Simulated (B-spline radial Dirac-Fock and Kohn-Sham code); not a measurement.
# How the binding energies of Os⁴⁰⁺ add up

System: the Os⁴⁰⁺ ion, configuration [Ar] 3d10 4s2 4p6; nuclear rms radius 5.4126 fm (A = 192).

The computed values come from a radial atomic solver: relaxed Dirac-Fock hole states (ΔSCF) with Breit and QED corrections and a finite nucleus. No correlation. Energies are counted from the vacuum level.

All terms are in eV, carry their sign (relaxation lowers the binding energy) and add up to the binding energy; ⟨r⟩ is the mean radius of the orbital in the initial state.

| subshell | −ε (Koopmans) | relaxation | Gaunt | retardation | self-energy | vacuum polarisation | binding energy | ⟨r⟩ (bohr) |
| --- | --- | --- | --- | --- | --- | --- | --- | --- |
| K | 76183.3 | -58.72 | -278.40 | 25.96 | -163.43 | 31.93 | 75740.6 | 0.018 |
| L1 | 14919.9 | -23.63 | -31.53 | 2.34 | -23.85 | 4.38 | 14847.6 | 0.074 |
| L2 | 14336.8 | -28.01 | -52.90 | 5.55 | -0.30 | 0.21 | 14261.3 | 0.061 |
| L3 | 12801.3 | -24.85 | -36.30 | 7.67 | -1.79 | -0.16 | 12745.9 | 0.069 |
| M1 | 4877.0 | -5.41 | -6.40 | 0.49 | -5.63 | 1.01 | ? | 0.190 |
| M2 | 4621.7 | -6.15 | -10.66 | 1.04 | -0.17 | 0.05 | 4605.8 | 0.181 |
| M3 | 4271.5 | -5.28 | -7.16 | 1.59 | -0.45 | -0.05 | 4260.2 | 0.195 |
| M4 | 3854.3 | -7.04 | -4.85 | 0.46 | 0.43 | -0.05 | 3843.3 | 0.170 |
| M5 | 3778.9 | -6.65 | -3.43 | 0.50 | 0.22 | -0.05 | 3769.5 | 0.174 |
| N1 | 2227.4 | -0.68 | -2.03 | 0.20 | -1.75 | 0.31 | 2223.5 | 0.389 |
| N2 | 2107.9 | -0.77 | -3.27 | 0.36 | -0.05 | 0.02 | 2104.2 | 0.386 |
| N3 | 1999.0 | -0.66 | -2.22 | 0.55 | -0.14 | -0.02 | 1996.5 | 0.407 |

Task: Which binding energy belongs in the row of M1?

Result: 4861.1 eV, the sum of the terms in that row (to rounding).

For the deepest level, K (1s), the Breit terms make up -0.333 % of the binding energy, QED -0.174 % and orbital relaxation -0.078 %.

Spin-orbit splittings: 2p 1515.4 eV, 3p 345.6 eV, 3d 73.75 eV, 4p 107.7 eV.

Going to the tabulated ground configuration of the next ion removes an electron from N3 (4p3/2), computed at 1996.5 eV. NIST lists 1996 ± 4 eV as the ionisation energy of this species (theoretical), -0.50 eV from the computed value, within the stated uncertainty.
